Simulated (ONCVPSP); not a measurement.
Ag (Z = 47), ONCV: configuration errors across variants

- Element: Ag (Z = 47)
- Generator: ONCVPSP 4.0.1
- Type: optimised norm-conserving Vanderbilt (ONCV)
- Functional: PBE
- Relativity: scalar-relativistic
- Frozen core: [Ar] 3d10 4s2
- Valence charge: 17
- Reference configuration: 4p6 4d10 5p1
- Partial waves: s scattering state at 0.33 Ha: rc 1.75 bohr, ncon 3, nbas 8, qcut 3.7 1/bohr, 2 projectors, debl 1.6 Ha; 4p+5p: rc 1.65 bohr, ncon 4, nbas 9, qcut 8.6 1/bohr, 2 projectors; 4d: rc 1.80 bohr, ncon 4, nbas 8, qcut 10.5 1/bohr, 2 projectors, debl 1 Ha; f scattering state at 0.43 Ha: rc 1.65 bohr, ncon 4, nbas 7, qcut 6.4 1/bohr, local
- Local potential: the f channel
- Core correction: Teter function, fcfact 3, rcfact 1.3

In the s channel the program set the typed energies aside and used 0.050, 1.650 Ha.

All-electron excitation energies from the reference (eV): (1) 4p6 4d10 5s1 5p0 -3.866; (2) 4p6 4d10 5p0 3.891; (3) 4p6 4d9 5p0 26.005; (4) 4p6 4d9 5s1 5p0 9.286.

A true bound ghost makes a file unfit for plane-wave use even where its test errors are small: the radial tests pick states by their node count and pass the ghost by.

Errors AE − PS in meV (a dash: test not solved or not reliable):

| change | (1) | (2) | (3) | (4) | bound ghosts | GHOST(+) flags above zero |
| --- | --- | --- | --- | --- | --- | --- |
| base | -4.0 | -0.3 | -0.9 | -30 | s | s, p |
| p: qcut 5.9 | -4.0 | -0.2 | -1.2 | -30 | s | s, p |
| p: qcut 6.7 | -4.0 | -0.3 | -1.0 | -30 | s | s, p |
| p: qcut 7.7 | -4.0 | -0.3 | -0.9 | -30 | s | s, p |
| p: qcut 9.5 | -4.0 | -0.3 | -0.9 | -30 | s | s, p |
| p: qcut 10.4 | -4.0 | -0.3 | -0.9 | -30 | s | s, p |
| p: qcut 11.2 | -3.9 | -0.2 | -0.9 | -30 | s | s, p |
| p: qcut 11.9 | -3.9 | -0.2 | -1.0 | -30 | s | s, p |
| p: qcut 12.7 | -3.9 | -0.2 | -1.1 | -30 | s | s, p |

Task: Give the same row for: p: qcut 5.3.

Result: -3.9, -0.3, -1.5, -31; bound ghosts: s; GHOST(+) flags above zero: s, p.
